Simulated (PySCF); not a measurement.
Mapped SMILES: `[F:1][CH2:2][CH2:3][C:4]1=[C:5]([F:6])[CH2:7]1` (H(Xn): hydrogen on atom n).

Geometry: PBE0-D3(BJ)/def2-SVP; GIAO shifts from PySCF 2.14.0 with density-fitted response routines, gas phase, non-relativistic, averaged over equivalent atoms.

At PBE0/STO-3G (41 basis functions, 3.5 s wall time on 1 thread of an Arm Neoverse V1, shared host):
```csv
atoms,δ (ppm)
F6,-66.7
F1,-146.2
C5,105.8
C4,72.7
C2,58.6
C3,23.3
C7,17.6
H(C2),2.07
H(C3),1.78
H(C7),0.86
```

References, each an isolated molecule treated in the same way: $^{19}$F (σ = 304.40 ppm) against CFCl3; $^{13}$C (σ = 234.69 ppm), $^{1}$H (σ = 32.60 ppm) vs TMS.

Estimate the result of repeating the calculation with LDA/pcSseg-1.

## Answers


| atoms | δ at LDA/pcSseg-1 | change |
| --- | --- | --- |
| F6 | -167.0 | -100.3 |
| F1 | -271.8 | -125.6 |
| C5 | 152.6 | +46.8 |
| C4 | 78.7 | +6.0 |
| C2 | 86.9 | +28.3 |
| C3 | 28.5 | +5.2 |
| C7 | 24.6 | +7.0 |
| H(C2) | 4.70 | +2.63 |
| H(C3) | 2.74 | +0.96 |
| H(C7) | 1.89 | +1.03 |

Shifts are taken against calculated references (same method and geometry level): $^{19}$F (139.25 ppm) vs CFCl3; TMS for $^{13}$C (180.72 ppm) and $^{1}$H (30.83 ppm).

The largest change is at F1 (fluorine on an sp3 carbon). Cost: 149 basis functions, 16 s wall time on 1 thread of an Arm Neoverse V1, shared host. The order of the carbon signals changes between the two levels.

Unscaled 19F shifts against computed CFCl3 carry errors that often reach 10 to 50 ppm.
